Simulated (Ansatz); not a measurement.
A set of 12 reactions (ligand exchange), with CCSD(T)/CBS values in kJ/mol:

```csv
reaction,ΔE
`BN[SiH](O)F` + `OB1CO1` → `BOB1CO1` + `N[SiH](O)F`,16.5
`CBB(N)Br` + `[SH][GeH3]` → `CB[S][GeH3]` + `NBBr`,-114.2
`[NH2][Hf]([OH])([OH])[F]` + H₂Se → `[OH][Hf]([OH])([F])[SeH]` + NH₃,-46.9
`C[Si](F)(S)Br` + H₂S → `C[Si](F)(S)S` + HBr,35.9
`O[SiH2][O][SnH3]` + `[SiH3]P` → `O[SiH2]P[SiH3]` + `[OH][SnH3]`,104.7
`[CH3][Zn][CH]=S` + H–F → `[CH3][Zn][F]` + `C=S`,-88.8
`O[SiH2][O][SnH3]` + HCl → `Cl[SiH2][O][SnH3]` + H₂O,-6.8
`[SiH3]O[SiH]([SiH3])Cl` + `OB(O)O` → `OB(O)O[SiH3]` + `O[SiH]([SiH3])Cl`,14.7
`N[SiH2][GeH2][OH]` + H₂S → `N[SiH2][GeH2][SH]` + H₂O,-29.5
`N[SiH2][GeH2][OH]` + `NC=O` → `O=C[NH][GeH2][OH]` + `N[SiH3]`,-13.4
`F[Si]1([SiH3])BO1` + `OC(O)(O)F` → `OC(O)(F)O[SiH3]` + `F[SiH]1BO1`,-83.9
`B[CH2][Al]([CH3])[SiH3]` + `[AlH2][NH][SiH3]` → `[AlH2][N]([SiH3])[SiH3]` + `B[CH2][AlH][CH3]`,-45.9
```

Isolated molecules relaxed with PBE0-D4/def2-TZVP in Ansatz; ΔE leaves out vibrations. CCSD(T)/CBS is the MP2 limit (def2-TZVPP, def2-QZVPP) plus CCSD(T) − MP2 in def2-TZVPP, frozen cores. This one scheme is used for every species. Functionals use def2-TZVPP. B3LYP here is the variant with VWN-RPA as its local correlation; programs differ in this. def2 core potentials past Kr. For Br, Ge, Hf, Se, Sn, Zn outer-core shells are correlated without core-valence functions, which leaves a few kJ/mol of doubt a bond. Scalar relativity is left out up to krypton. Each species was taken in one conformer, which may not be the lowest.

(1) Give the mean, mean absolute and largest difference (level minus CCSD(T)/CBS, kJ/mol) for: PBE-D4, PBE0-D4, B3LYP-D4, ωB97X-V, ωB97M-V, r2SCAN, PBE0, MP2/def2-TZVPP, SCS-MP2/def2-TZVPP, CCSD(T)/def2-TZVPP, MP2/def2-QZVPP, SCS-MP2/def2-QZVPP, HF/CBS(def2), CCSD/CBS(def2). (Estimate.)

The largest T1 diagnostic in the set is 0.017, for `[CH3][Zn][CH]=S` (customary mark 0.02).

CCSD(T)/CBS is a level of theory with its own doubt, and the functionals carry their triple-zeta basis error, so these figures describe this set and don't rank the functionals.

## Answers

(1) Computed: 
```
             level  mean  mean absolute  largest
            PBE-D4   3.8            9.7     28.2
           PBE0-D4   2.6            7.6     19.5
          B3LYP-D4   1.8            3.5      7.9
           ωB97X-V   1.2            3.4      8.8
           ωB97M-V   0.4            2.4      5.6
            r2SCAN   1.3            4.3      9.0
              PBE0   3.0            7.0     20.0
    MP2/def2-TZVPP  -1.9            4.3     -8.9
SCS-MP2/def2-TZVPP  -1.4            5.2    -12.2
CCSD(T)/def2-TZVPP   1.0            2.6      6.5
    MP2/def2-QZVPP  -2.7            3.6     -9.5
SCS-MP2/def2-QZVPP  -2.1            4.9    -11.6
      HF/CBS(def2)  -1.9           12.7     29.8
    CCSD/CBS(def2)   0.2            2.0     -4.6
```
